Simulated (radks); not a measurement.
Results of a calculation; reference values are marked as such.
Problem. The germanium ion Ge4+, [Ar] 3d10. Level of theory: non-relativistic Kohn-Sham, r2SCAN, spin-polarised, spherical densities, point nucleus; meta-GGA in the generalised Kohn-Sham scheme (a radial shooting solver on a logarithmic mesh with Libxc functionals). Every spin shell is full or empty, so the densities are truly spherical. Functionals are evaluated on that one density, not self-consistently. Rank these orbital-free kinetic functionals by their error against the exact value of the orbitals, and give that value: Thomas-Fermi, TF + vW/9, Perdew 92, Thakkar, Pearson, LKT, PG1, DePristo-Kress.

Solution. Exact: 2071.92 hartree. From best to worst, with 100 (|E| - |E exact|)/|E exact| (equal figures are ties): DePristo-Kress -0.13, Thakkar -0.50, Perdew 92 -0.77, TF + vW/9 -0.78, Pearson -1.20, Thomas-Fermi -6.16, PG1 +18.18, LKT +22.93.
